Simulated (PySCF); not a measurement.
LaBr: from constants to spectrum

UHF-CCSD(T) constants of LaBr, triplet, about 0.0 electrons in the 4f shell (Mulliken) (La x2c-SVPall, Br x2c-SVPall; spin-free X2C with a Gaussian nucleus (PySCF 2.14); masses 138.9063 and 78.9183 u):

```
ωe                      : 226.8 cm⁻¹
ωexe                    : 0.449 cm⁻¹
Be                      : 0.045097 cm⁻¹
αe                      : 0.000128 cm⁻¹
D (centrifugal)         : 7.13e-09 cm⁻¹
De to La (5d1 6s2) + Br : 4.28 eV
```

(1) Give the vibrational terms G(v) and spacings up to v = 6.

(2) How well does the Morse estimate ωe²/(4ωexe) reproduce De, and what is D0?

Correlated steps freeze 27 core orbitals. Correlated levels converge slowly with the basis: in double zeta they bind strong bonds too weakly, by up to about 1 eV, and carry superposition errors of some tenths. These are scalar-relativistic numbers at best; spin–orbit coupling would shift them, the dissociation energy most. With d or f electrons several states lie close, and the lowest PBE0 determinant need not be the measured ground state.

Results:

(1) G(v) = ωe(v+½) − ωexe(v+½)².

```json
{"v": "0", "G(v) (cm⁻¹)": "113.3", "G(v) − G(v−1)": "", "Bv (cm⁻¹)": "0.04503"}
{"v": "1", "G(v) (cm⁻¹)": "339.2", "G(v) − G(v−1)": "225.9", "Bv (cm⁻¹)": "0.04491"}
{"v": "2", "G(v) (cm⁻¹)": "564.2", "G(v) − G(v−1)": "225.0", "Bv (cm⁻¹)": "0.04478"}
{"v": "3", "G(v) (cm⁻¹)": "788.3", "G(v) − G(v−1)": "224.1", "Bv (cm⁻¹)": "0.04465"}
{"v": "4", "G(v) (cm⁻¹)": "1011.5", "G(v) − G(v−1)": "223.2", "Bv (cm⁻¹)": "0.04452"}
{"v": "5", "G(v) (cm⁻¹)": "1233.8", "G(v) − G(v−1)": "222.3", "Bv (cm⁻¹)": "0.04439"}
{"v": "6", "G(v) (cm⁻¹)": "1455.2", "G(v) − G(v−1)": "221.4", "Bv (cm⁻¹)": "0.04426"}
```

(2) It gives 3.55 eV, 83 % of the computed De. D0 = De − G(0) = 4.28 − 0.01 = 4.27 eV.
